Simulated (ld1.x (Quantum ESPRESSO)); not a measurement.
What the settings do to the TM potential of Gd (Z = 64)

Base potential:

```json
{
 "Element": "gadolinium (Gd)",
 "Generator": "ld1.x (Quantum ESPRESSO) 7.5",
 "Type": "norm-conserving Troullier–Martins (Kleinman–Bylander form)",
 "Functional": "PBEsol",
 "Relativity": "scalar-relativistic",
 "Frozen core": "[Kr] 4d10 4f7",
 "Valence charge": "11",
 "Reference configuration": "5s2 5p6 5d1 6s2 6p0",
 "Partial waves": "5s (bound): rc 1.95 bohr; 5p (bound): rc 2.35 bohr; 5d (bound): rc 2.65 bohr",
 "Local potential": "the d channel",
 "Core correction": "Bessel-smoothed model core, default radius (core density twice the valence density)"
}
```

Occupied shells without a wave of their own: 6s. They enter only through the test configuration that unscreens the potential, and ld1.x also counts them in the model core charge.

All-electron outer shells of the reference configuration (PBEsol, scalar-relativistic, ld1.x):

```csv
shell,level (eV),outermost node (bohr),outermost maximum (bohr)
4d,-147.59,0.27,0.56
5s,-49.77,0.65,1.20
5p,-27.28,0.70,1.35
4f,-8.73,–,0.56
6s,-4.15,1.60,3.37
5d,-2.56,0.79,1.97
6p,-1.31,1.92,4.55
```

Cutoffs, loose and tight: the cutoffs (Ry, on a coarse ladder) from which the occupation-weighted sum of valence levels, in a spherical-Bessel basis at the reference potential, stays within 10 and 1 mRy of its value at 400 Ry. They do not see the model core or the augmentation charge, which bear on the density cutoff. Test errors are all-electron minus pseudo excitation energies from the reference, over the configurations 5s2 5p6 5d1 6s1 6p0; 5s2 5p6 5d1 6s0 6p0; 5s2 5p6 5d0 6s0 6p0; 5s2 5p6 5d1 6s1 6p1; 5s2 5p6 5d2 6s1 6p0; 5s2 5p6 5d1 6s0 6p2; 5s1 5p6 5d1 6s2 6p0. A dash means not determined; rows that change the core or the reference have their own tests. The largest error is taken over the tests solved by every variant that gives reliable tests at all: 5s2 5p6 5d0 6s0 6p0; 5s2 5p6 5d1 6s0 6p0; 5s2 5p6 5d1 6s0 6p2; 5s2 5p6 5d1 6s1 6p1; 5s2 5p6 5d2 6s1 6p0.

With those shells counted twice in exchange and correlation these files are broken, and their errors move erratically; no question is asked of them.

A true bound ghost makes a file unfit for plane-wave use even where its test errors are small: the radial tests pick states by their node count and pass the ghost by. Where a test does run into it, the solver fails or the error is huge.

The default core radius of the base comes out at 1.03 bohr.

| change | outcome | cutoff, loose | cutoff, tight | bound ghosts | largest test error (meV) |
| --- | --- | --- | --- | --- | --- |
| base | generated, misses its reference levels by 0.38 eV | 40 Ry | 50 Ry | none | +1156 |
| fully relativistic | generated, misses its reference levels by 0.38 eV | 40 Ry | 50 Ry | none | +630 |
| wave 5d (bound): rc 2.65 bohr becomes 5d (bound): rc 2.86 bohr | generated, misses its reference levels by 0.42 eV | 40 Ry | 50 Ry | none | +1103 |
| local potential all-electron potential smoothed inside 2.45 bohr (lloc = -1) | generated, misses its reference levels by 0.58 eV | 40 Ry | 50 Ry | s | +1621 |
| wave 5p (bound): rc 2.35 bohr becomes 5p (bound): rc 3.24 bohr | generated, misses its reference levels by 0.38 eV | 40 Ry | 50 Ry | none | +1152 |
| wave 5s (bound): rc 1.95 bohr becomes 5s (bound): rc 1.88 bohr | generated, misses its reference levels by 0.38 eV | 40 Ry | 50 Ry | none | +1156 |
| functional PBE | generated, misses its reference levels by 0.36 eV | 40 Ry | 50 Ry | none | +1180 |
| core correction Bessel-smoothed model core inside 1.36 bohr | generated, misses its reference levels by 0.38 eV | 40 Ry | 50 Ry | none | +1156 |
| type ultrasoft; waves now 5s (bound): rcut 1.70, rcutus 1.95 bohr; 6s (bound): rcut 1.70, rcutus 1.95 bohr; 5p (bound): rcut 2.05, rcutus 2.35 bohr; 6p (bound): rcut 2.05, rcutus 2.35 bohr; 5d (bound): rcut 2.30, rcutus 2.65 bohr; 5d channel at 0.35 Ry: rcut 2.30, rcutus 2.65 bohr; local potential all-electron potential smoothed inside 1.75 bohr (lloc = -1); augmentation PSQ, radius 1.20 bohr | failed: chargeps: negative rho | – | – | – | – |
| core [Kr] 4d10 5s2, valence charge 16; reference 4f7 5p6 5d1.5 6s1.5 6p0; waves now 6s (bound): rc 2.90 bohr; 5p (bound): rc 2.60 bohr; 5d (bound): rc 2.50 bohr; 4f (bound): rc 1.35 bohr; local potential all-electron potential smoothed inside 2.55 bohr (lloc = -1); core correction none | generated | 230 Ry | over 300 Ry | s | -266 over the solved tests; 1 of 7 tests not solved or not reliable |
